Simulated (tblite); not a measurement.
Species: C₆H₁₁P.
SMILES with atom numbers: `[CH2:1]=[CH:2][P:3]1[CH2:4][CH:5]([CH3:6])[CH2:7]1` (hydrogens: H8, H9 on C1; H10 on C2; H11, H12 on C4; H13 on C5; H14, H15, H16 on C6; H17, H18 on C7)

Geometry (GFN2-xTB, Å), atoms numbered from 1 in this order:
```
atom  x, y, z in Å
C1     3.3508   -0.5076    0.1735
C2     2.0502   -0.4215   -0.0529
P3     0.9434    0.5340    1.0418
C4    -0.1799    1.2317   -0.2978
C5    -1.0525   -0.0350   -0.3262
C6    -2.5503    0.2186   -0.3603
C7    -0.5260   -0.6412    0.9861
H8     4.0130   -1.0699   -0.4667
H9     3.8064   -0.0138    1.0163
H10    1.6012   -0.9214   -0.9042
H11    0.3059    1.5076   -1.2330
H12   -0.7270    2.0958    0.0814
H13   -0.7853   -0.6676   -1.1768
H14   -3.0965   -0.7207   -0.2963
H15   -2.8480    0.8484    0.4759
H16   -2.8300    0.7191   -1.2854
H17   -1.1964   -0.4460    1.8241
H18   -0.2877   -1.7041    0.9687
```

All values are computed: GFN2-xTB (tblite) harmonic vibrations without scaling, gas phase. The method is semi-empirical: single wavenumbers can be off by several per cent or more. One conformer, not necessarily the lowest.

Harmonic wavenumbers (cm⁻¹): 32.7, 79.2, 196.4, 198.1, 217.9, 315.2, 325.4, 429.1, 527.3, 538.3, 687.6, 702.5, 747.0, 763.5, 858.1, 886.1, 901.2, 958.2, 977.8, 997.8, 1001.6, 1008.0, 1107.5, 1138.0, 1172.4, 1176.4, 1201.9, 1234.6, 1273.7, 1326.9, 1396.9, 1410.1, 1442.9, 1447.5, 1497.4, 1502.0, 1660.2, 2944.5, 2974.6, 2979.3, 2986.0, 2988.3, 3009.1, 3024.5, 3025.5, 3030.9, 3079.2, 3109.4.

A = 5380, B = 1235, C = 1229 MHz; mass 114.060 u (most abundant isotopes); point group Cs, symmetry number 1.

Task: What is the zero-point energy?

Result: Half the sum of the wavenumbers: 33244 cm⁻¹ = 397.69 kJ/mol.

Task: What is S at 200 K and 1 bar for an ideal gas of classical rigid rotors and harmonic oscillators?

Result: Translation 159.63, rotation 112.45, vibration 62.27: S = 334.4 J/(mol K).

Task: And Cp and H(200 K) − H(0)?

Result: Cp = 100.50 J/(mol K), of which vibrations give 67.24 (their classical limit is 48 R = 399.1); H(200 K) − H(0) = 13.25 kJ/mol without the zero-point energy, 6.60 from vibrations.

Task: Which modes carry the vibrational entropy at 200 K?

Result: 32.7 cm⁻¹: 20.37; 79.2 cm⁻¹: 13.10; 196.4 cm⁻¹: 6.10; 198.1 cm⁻¹: 6.04; 217.9 cm⁻¹: 5.38; 315.2 cm⁻¹: 3.09 J/(mol K); the other 42 give 8.19 together.

Task: How do the functions run with temperature in this model?

Result: 
```tsv
T (K)	S (J/(mol K))	Cp (J/(mol K))	H − H(0) (kJ/mol)	G − H(0) (kJ/mol)	ln q(vib)
50	238.7	49.1	2.04	-9.89	0.61
100	278.0	66.5	4.93	-22.87	1.55
298.15	381.6	139.4	24.99	-88.78	5.49
373.15	416.2	169.7	36.60	-118.70	7.04
500	472.3	214.4	61.07	-175.09	9.73
750	572.0	276.8	123.06	-305.94	15.05
1000	657.7	318.0	197.74	-459.91	20.15
```

q(vib) and H(0) count from the zero-point level.

Task: What must be added to the electronic energy to get the Gibbs energy at 200 K and 1 bar?

Result: ZPE + [H(200 K) − H(0)] − T·S = 397.69 + 13.25 − 66.87 = 344.07 kJ/mol.

Hindered rotation and anharmonicity are outside this model. Other conformers, if any are populated, would add a mixing term that is left out.
